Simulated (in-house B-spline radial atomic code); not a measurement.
What moves the levels of the oxygen ion O⁶⁺ (1s2)? Level of theory: Dirac-Hartree-Fock, average of configuration, Fermi nucleus of rms radius 2.6991 fm; calculated with a B-spline radial code for spherical atoms.

Baseline run (computed): total energy -59.1598 hartree, 1s1/2 at -27.18828 hartree.

Scaling the speed of light c (a factor of 100 is close to the non-relativistic limit):

```json
{"c/c0": "0.95", "ΔE (hartree)": "-0.0052656", "1s1/2 level (eV)": "-739.894", "1s1/2 <r> (bohr)": "0.1965"}
{"c/c0": "0.98", "ΔE (hartree)": "-0.0020095", "1s1/2 level (eV)": "-739.855", "1s1/2 <r> (bohr)": "0.1965"}
{"c/c0": "1.02", "ΔE (hartree)": "0.0018922", "1s1/2 level (eV)": "-739.808", "1s1/2 <r> (bohr)": "0.1966"}
{"c/c0": "1.2", "ΔE (hartree)": "0.014883", "1s1/2 level (eV)": "-739.652", "1s1/2 <r> (bohr)": "0.1966"}
{"c/c0": "100", "ΔE (hartree)": "0.048646", "1s1/2 level (eV)": "-739.246", "1s1/2 <r> (bohr)": "0.1968"}
```

Problem. The nuclear charge is raised by 0.1. What does the Hellmann-Feynman theorem predict for the energy, and what is found?

Solution. dE/dZ ≈ -Σ<1/r>, which is -15.4 at the start and -15.601 at the end; their mean times 0.1 is -1.5501 hartree, and the two runs differ by -1.5501 hartree.
